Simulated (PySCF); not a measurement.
Correlation energy of Pb (lead, neutral)

[Xe] 4f14 5d10 6s2 6p2, high-spin 3P determinant. Computed with PySCF 2.14 in def2-TZVPPD with the def2 core potential (60 electrons) (7s5p4d2f, 56 functions), with scalar relativity through the core potential. Frozen: nothing; 22 electrons correlated.

| level | correlation energy (mhartree) |
| --- | --- |
| CCSD | -397.12 |
| (T) | -8.77 |
| CCSD(T) | -405.89 |

Diagnostics: T1 = 0.0091, D1 = 0.0397, largest double amplitude 0.047.

Spin-orbit coupling is strong in this species (close to jj coupling), so the high-spin LS determinant is a model state, not a physical level.

Cost of the coupled-cluster step: roughly 14 core-seconds, for 22 correlated electrons.

The basis has no tight functions for the innermost shells, so their pair energies are far from complete.

This basis was not built for core-valence correlation, so the inner-shell part is incomplete.

Spin-orbit coupling is strong in this species, so the high-spin LS determinant is a model state.
